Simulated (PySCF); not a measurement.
Ta(NEt)Cl3, C₂H₅Cl₃NTa (singlet state).
Bonds: Ta1–N2, Ta1–Cl10, Ta1–Cl11, Ta1–Cl12, N2–C3, C3–C4. Hydrogens: H5, H6 on C3; H7, H8, H9 on C4.

The calculation used PySCF, TDDFT PBE0/def2-SVPD, vertical, gas phase, core orbitals frozen in the response, def2 core potentials past Kr. Geometry: PBE0-D3(BJ)/def2-SVP; no solvent, vibrations or thermal averaging. Spin–orbit coupling is left out.

Each state is given a Gaussian of 0.4 eV full width at half maximum, with ε(max) = 2.175×10⁸ f / Δν̃ (Δν̃ the width in cm⁻¹). The width is an assumption, not a result. The curve ends short of the highest state used, and states not computed would add to its high-energy end.

(λ (nm), ε (L mol⁻¹ cm⁻¹)): (230.0, 101), (232.7, 52), (235.4, 25), (238.1, 11), (240.8, 4), (243.5, 2), (246.2, 1), (248.9, 2), (251.6, 7), (254.3, 17), (257.0, 39), (259.7, 82), (262.4, 155), (265.2, 272), (267.9, 428), (270.6, 618), (273.3, 827), (276.0, 1026), (278.7, 1187), (281.4, 1286), (284.1, 1309), (286.8, 1257), (289.5, 1142), (292.2, 985), (294.9, 809), (297.6, 635), (300.3, 478), (303.0, 345), (305.7, 241), (308.4, 162), (311.1, 106), (313.8, 67), (316.5, 41), (319.2, 25), (321.9, 15), (324.6, 9), (327.4, 5), (330.1, 3), (332.8, 1), (335.5, 1), (338.2, 0), (340.9, 0), (343.6, 0), (346.3, 0)

Question: Where are the band maxima, and which computed states make them?

Answer: 284 nm (4.37 eV), ε about 1300, made up of S2 (16%), S3 (12%) and S4 (71%) (ε in L mol⁻¹ cm⁻¹; maxima over ε = 5, shares over 10%). At its high-energy end, 5.39 eV, the curve is still rising (ε about 100, from S5 and S6). The states used: S1 4.18 eV (f 0.0003); S2 4.36 eV (f 0.0031); S3 4.37 eV (f 0.0024); S4 4.38 eV (f 0.014); S5 5.61 eV (f 0.0021); S6 5.72 eV (f 0.0024); S7 5.75 eV (f 0.0012); S8 5.86 eV (f 0.0024); S9 5.88 eV (f 0.0010); S10 5.99 eV (f 0.028).

Question: Coming from long wavelengths, where does ε first pass 100 L mol⁻¹ cm⁻¹?

Answer: At about 311 nm (3.98 eV), 0.20 eV below S1.

Question: What would ε be at 4.37 eV, the highest of these maxima, with half the width (0.2 eV)?

Answer: About 2590 L mol⁻¹ cm⁻¹ against 1310, a factor of about 1.98; a lone state at its own centre would give exactly 2.

Question: On this curve, what absorbance would a 10⁻³ mol/L sample give at 308 nm over a 1 cm path?

Answer: 308 nm is 4.025 eV, where ε is about 170 L mol⁻¹ cm⁻¹, so A = ε c l ≈ 0.17 (Beer–Lambert, with the gas-phase spectrum and the assumed width).
